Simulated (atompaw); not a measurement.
What one change does to a pseudopotential (lutetium (Lu), PAW (atompaw))

```json
{"Element": "Lu (Z = 71)", "Generator": "atompaw 4.2.0.5", "Type": "PAW", "Functional": "PBEsol", "Relativity": "scalar-relativistic", "Frozen core": "[Kr] 4d10 4f14", "Valence charge": "11", "Reference configuration": "5s2 5p6 5d1 6s2 6p0", "Partial waves": "5s (bound): rc 1.90 bohr; 6s (bound): rc 2.05 bohr; 5p (bound): rc 1.80 bohr; 6p (bound, empty): rc 2.45 bohr; 5d (bound): rc 2.80 bohr; 5d channel at 3.15 Ry: rc 2.80 bohr", "Local potential": "ultrasoft scheme with l = 3 at 0 Ry, radius 2.65 bohr", "Core correction": "smooth core density matched at 1.45 bohr", "Augmentation charge": "sinc compensation charge, radius 2.10 bohr; PAW radius 2.80 bohr; waves and projectors: custom polynom2 7 10 vanderbiltortho"}
```

All-electron outer shells of the reference configuration (PBEsol, scalar-relativistic, ld1.x):

```
shell  level (eV)  outermost node (bohr)  outermost maximum (bohr)
   4d     -191.76                   0.23                      0.48
   5s      -61.09                   0.57                      1.04
   5p      -31.68                   0.61                      1.19
   4f       -9.65                      –                      0.47
   6s       -4.67                   1.41                      3.04
   5d       -1.77                   0.68                      1.84
   6p       -1.32                   1.73                      4.26
```

Change: all radii scaled by about 0.79 (s 1.50, p 1.42, d 2.20 bohr); local potential ultrasoft scheme with l = 3 at 0 Ry, radius 2.08 bohr; augmentation sinc compensation charge, radius 1.66 bohr; PAW radius 2.20 bohr; waves and projectors: custom polynom2 7 10 vanderbiltortho; core correction smooth core density matched at 1.14 bohr.

Cutoffs: the cutoffs (Ry, on a coarse ladder) from which the occupation-weighted sum of valence levels, in a spherical-Bessel basis at the reference potential, stays within 10 and 1 mRy of its value at 400 Ry; they do not see the model core or the augmentation charge, which bear on the density cutoff.

Question: What does the change do?

Answer: The potential gets harder (21 Ry and 35 Ry → 25 Ry and 45 Ry); neither file shows a bound ghost. A smaller radius makes the pseudo-wave follow the all-electron one further in, where it bends more sharply, so more plane waves are needed.

| quantity | base | changed |
| --- | --- | --- |
| cutoff, loose | 21 Ry | 25 Ry |
| cutoff, tight | 35 Ry | 45 Ry |
| loose cutoff by channel (10 mRy a level) | s 15 Ry, p 18 Ry, d 12 Ry | s 12 Ry, p 18 Ry, d 12 Ry |
| bound ghosts | none | none |
| lowest overlap eigenvalue by channel | s 0.63, p 0.43, d 0.92 | s 0.40, p 0.83, d 0.78 |

 The cutoffs see the waves, projectors and local potential, not the compensation charge or the core.
